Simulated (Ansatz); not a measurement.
Ideal-gas functions of CH$_{2}$ClF$_{2}$NSi, SMILES `F/C=N/[SiH](F)Cl` at 800 K and 1 bar, from an Ansatz frequency run at PBE0-D4/def2-TZVP.

Molar mass 129.57 g/mol, point group C1 (symmetry number 1), electronic degeneracy 1, moments of inertia 121.418, 415.046, 495.446 u Å². Harmonic wavenumbers (cm⁻¹, unscaled): 72, 102, 148, 231, 304, 374, 506, 585, 819, 833, 876, 941, 1015, 1164, 1380, 1822, 2322, 3121.

Use S(trans) = R[1.5 ln M + 2.5 ln T − 1.1517]; rotational temperatures θ = 24.2544 K / I; S(rot) = R[ln(√π/σ · √(T³/θAθBθC)) + 1.5]; for each mode x = 1.438777 ν̃/T, S = R[x/(eˣ − 1) − ln(1 − e⁻ˣ)] and H = RT x/(eˣ − 1); 1 cm⁻¹ = 0.0119627 kJ/mol; R = 8.31446 J/(mol·K).

Q: By hand: the entropy, in J/(mol·K).

A: Translation 190.0. Rotation: θ = 0.1998, 0.0584, 0.049 K, giving 131.6. Vibration, mode by mode: 25.32, 22.43, 19.34, 15.68, 13.44, 11.77, 9.38, 8.27, 5.81, 5.69, 5.34, 4.87, 4.38, 3.54, 2.61, 1.39, 0.67, 0.20, in all 160.1. Electronic 0.0. Sum 481.7 J/(mol·K).

Q: By hand: H − E and G − E in kJ/mol, counted from the electronic energy.

A: Zero-point energy ½ × 16615 × 0.0119627 = 99.4; thermal vibration 59.2; translation, rotation and pV give 4 RT = 26.6. H − E = 185.2 kJ/mol, and G − E = 185.2 − 800 × 481.7/1000 = -200.2 kJ/mol.

Vibration gives 33 % of the entropy, 67.1 J/(mol·K) of it from the modes under 150 cm⁻¹: soft modes count most, and the harmonic formula is weakest for them. The sum counts one conformer and one mirror image; others add a mixing term.
